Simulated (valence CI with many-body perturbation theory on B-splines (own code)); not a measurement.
**Gd32+: electric-dipole lines**

Method: configuration interaction combined with many-body perturbation theory (CI+MBPT): four valence electrons over a frozen Dirac-Fock core [Ar] 3d10, a basis of 11 s, 11 p, 10 d, 8 f, 5 g, 2 h functions for each j, with the one-electron correlation potential Σ1 (screened to all orders), the two-electron term Σ2, the three-electron term Σ3, Breit, model QED; selected single and double excitations, second order for the rest, scaled by the run's own slope (own B-spline code, finite nucleus).

No measured spectrum was set against this ion. As an estimate, large intervals hold to a few tenths of a per cent, small ones and those within an open d or f shell to about a per cent. Among the levels kept, up to 370 cm⁻¹ of a level comes from second order outside the variational space, and about a tenth of that is noise between levels of different J, which matters for small intervals.

Lines 201 to 250 of 578 in falling wavelength, among levels below 31.534 Ry, chosen from the strongest by gf and those to the six lowest levels. Wavelengths and rates use the calculated energies. Electric multipoles are in the length gauge with retardation, E1 and E2 with the static RPA response of the core. Weak lines are less certain than strong ones. Lines between different terms over intervals too small for the method are left out, as are lines whose strength nearly cancels. Where a level lies close to another of its J and parity, the split of strength between their lines is uncertain. The highest levels of a list are the least certain.

Levels are named by their leading jj configuration (3d3/2^4 stands for four electrons in 3d with j = 3/2), which in mixed levels can hold well under half, so a name can repeat and another be missing. Letters in brackets count levels of one name in rising energy.

```
λ vac (nm)                           Upper                           Lower   A (s⁻¹)  S (a.u.)
     9.402  (4s 4p1/2 4d3/2 4d5/2) J=2 [c]  (4s 4p1/2 4p3/2 4d3/2) J=3 [c]  8.28e+10  1.70e-01
     9.392       (4p1/2^2 4p3/2 4d5/2) J=3           (4p1/2^2 4p3/2^2) J=2  4.18e+10  1.20e-01
     9.382   (4p1/2 4p3/2^2 4d5/2) J=4 [b]      (4s 4p1/2 4p3/2 4d3/2) J=4  2.24e+10  8.23e-02
     9.379      (4s 4p3/2^2 4d5/2) J=1 [b]          (4s^2 4p3/2 4d5/2) J=2  1.10e+11  1.34e-01
     9.379   (4p1/2 4p3/2^2 4d5/2) J=3 [a]  (4s 4p1/2 4p3/2 4d3/2) J=3 [a]  3.01e+10  8.59e-02
     9.377       (4p1/2^2 4p3/2 4d5/2) J=1           (4p1/2^2 4p3/2^2) J=0  1.13e+11  1.38e-01
     9.368          (4s^2 4p3/2 4f5/2) J=3          (4s^2 4p3/2 4d5/2) J=3  2.25e+10  6.39e-02
     9.360  (4s 4p1/2 4p3/2 4d5/2) J=2 [c]      (4s 4p1/2 4p3/2^2) J=2 [b]  7.20e+10  1.46e-01
     9.359  (4s 4p1/2 4p3/2 4f5/2) J=3 [d]  (4s 4p1/2 4p3/2 4d5/2) J=3 [b]  6.10e+10  1.73e-01
     9.350          (4s 4p1/2^2 4d5/2) J=2          (4s 4p1/2^2 4p3/2) J=1  1.87e+11  3.77e-01
     9.343          (4s 4p1/2^2 4d5/2) J=3          (4s 4p1/2^2 4p3/2) J=2  9.69e+10  2.73e-01
     9.340      (4s 4p3/2^2 4d5/2) J=3 [a]                (4s 4p3/2^3) J=2  3.18e+10  8.95e-02
     9.337   (4p1/2 4p3/2^2 4d5/2) J=3 [c]  (4s 4p1/2 4p3/2 4d5/2) J=3 [a]  4.03e+10  1.13e-01
     9.334  (4s 4p1/2 4p3/2 4d5/2) J=1 [b]      (4s 4p1/2 4p3/2^2) J=1 [b]  4.72e+10  5.68e-02
     9.322          (4s 4p1/2 4d5/2^2) J=1  (4s 4p1/2 4p3/2 4d3/2) J=1 [c]  4.11e+10  4.93e-02
     9.312          (4s^2 4p3/2 4f5/2) J=4          (4s^2 4p3/2 4d5/2) J=3  6.48e+10  2.33e-01
     9.305          (4s^2 4p1/2 4d3/2) J=1          (4s^2 4p1/2 4p3/2) J=2  6.44e+10  7.68e-02
     9.303   (4p1/2 4p3/2^2 4d5/2) J=2 [a]  (4s 4p1/2 4p3/2 4d5/2) J=2 [a]  7.24e+10  1.44e-01
     9.302  (4s 4p1/2 4d3/2 4d5/2) J=2 [e]  (4s 4p1/2 4p3/2 4d3/2) J=1 [d]  2.52e+10  5.01e-02
     9.297       (4p1/2 4p3/2^2 4d5/2) J=0             (4p1/2 4p3/2^3) J=1  2.29e+11  9.07e-02
     9.295              (4s^2 4d5/2^2) J=2          (4s^2 4p3/2 4d5/2) J=3  2.41e+11  4.78e-01
     9.295          (4s^2 4p1/2 4d5/2) J=3          (4s^2 4p1/2 4p3/2) J=2  1.47e+11  4.08e-01
     9.292      (4s 4p1/2 4p3/2 4f7/2) J=4  (4s 4p1/2 4p3/2 4d5/2) J=4 [b]  5.37e+10  1.91e-01
     9.290  (4s 4p1/2 4p3/2 4d5/2) J=2 [d]      (4s 4p1/2 4p3/2^2) J=2 [b]  1.31e+11  2.59e-01
     9.282      (4s 4p3/2^2 4d3/2) J=1 [b]                (4s 4p3/2^3) J=2  5.27e+10  6.24e-02
     9.281      (4s 4p1/2 4p3/2 4d5/2) J=0      (4s 4p1/2 4p3/2^2) J=1 [b]  2.98e+11  1.18e-01
     9.279          (4s^2 4d3/2 4d5/2) J=3          (4s^2 4p3/2 4d3/2) J=3  4.76e+10  1.32e-01
     9.273      (4s^2 4d3/2 4d5/2) J=2 [a]          (4s^2 4p3/2 4d3/2) J=1  7.67e+10  1.51e-01
     9.273   (4p1/2 4p3/2^2 4d5/2) J=1 [b]  (4s 4p1/2 4p3/2 4d5/2) J=2 [a]  4.51e+10  5.33e-02
     9.270  (4s 4p1/2 4d3/2 4d5/2) J=2 [d]  (4s 4p1/2 4p3/2 4d3/2) J=1 [b]  7.35e+10  1.44e-01
     9.268  (4s 4p1/2 4p3/2 4d5/2) J=2 [d]      (4s 4p1/2 4p3/2^2) J=1 [b]  2.75e+10  5.39e-02
     9.264  (4s 4p1/2 4d3/2 4d5/2) J=3 [d]  (4s 4p1/2 4p3/2 4d3/2) J=3 [b]  3.10e+10  8.51e-02
     9.264      (4s 4p1/2 4d5/2^2) J=4 [b]  (4s 4p1/2 4p3/2 4d5/2) J=4 [c]  1.50e+11  5.30e-01
     9.264          (4s 4p1/2^2 4f7/2) J=3          (4s 4p1/2^2 4d5/2) J=2  7.28e+10  2.00e-01
     9.244      (4s 4p3/2^2 4d5/2) J=2 [b]          (4s^2 4p3/2 4d3/2) J=2  5.26e+10  1.02e-01
     9.229  (4s 4p1/2 4d3/2 4d5/2) J=2 [d]  (4s 4p1/2 4p3/2 4d3/2) J=2 [c]  2.52e+10  4.88e-02
     9.227                (4s 4p3/2^3) J=1              (4s^2 4p3/2^2) J=2  3.26e+11  3.79e-01
     9.209  (4s 4p1/2 4p3/2 4d3/2) J=1 [d]          (4s^2 4p1/2 4d3/2) J=2  6.49e+10  7.51e-02
     9.208  (4s 4p1/2 4p3/2 4f5/2) J=2 [c]  (4s 4p1/2 4p3/2 4d3/2) J=2 [d]  5.03e+10  9.68e-02
     9.206  (4s 4p1/2 4d3/2 4d5/2) J=3 [c]  (4s 4p1/2 4p3/2 4d3/2) J=2 [b]  1.33e+11  3.59e-01
     9.203          (4s^2 4d3/2 4d5/2) J=3          (4s^2 4p3/2 4d5/2) J=4  5.61e+10  1.51e-01
     9.195      (4s 4p3/2^2 4d5/2) J=2 [c]                (4s 4p3/2^3) J=1  3.23e+10  6.19e-02
     9.193  (4s 4p1/2 4p3/2 4f7/2) J=3 [a]  (4s 4p1/2 4p3/2 4d5/2) J=3 [a]  2.42e+10  6.49e-02
     9.192          (4s 4p1/2 4d5/2^2) J=2  (4s 4p1/2 4p3/2 4d5/2) J=3 [a]  5.60e+10  1.07e-01
     9.175          (4s^2 4d3/2 4d5/2) J=4          (4s^2 4p3/2 4d3/2) J=3  1.44e+10  4.94e-02
     9.171      (4s 4p3/2^2 4d3/2) J=2 [c]                (4s 4p3/2^3) J=2  7.36e+10  1.40e-01
     9.169  (4s 4p1/2 4p3/2 4f7/2) J=3 [b]  (4s 4p1/2 4p3/2 4d5/2) J=3 [b]  5.74e+10  1.53e-01
     9.162  (4s 4p1/2 4d3/2 4d5/2) J=3 [b]  (4s 4p1/2 4p3/2 4d3/2) J=3 [a]  5.92e+10  1.57e-01
     9.159   (4p1/2 4p3/2^2 4d5/2) J=1 [b]             (4p1/2 4p3/2^3) J=1  8.52e+10  9.69e-02
     9.158  (4s 4p1/2 4p3/2 4f7/2) J=3 [a]  (4s 4p1/2 4p3/2 4d5/2) J=2 [b]  3.75e+10  9.95e-02
```
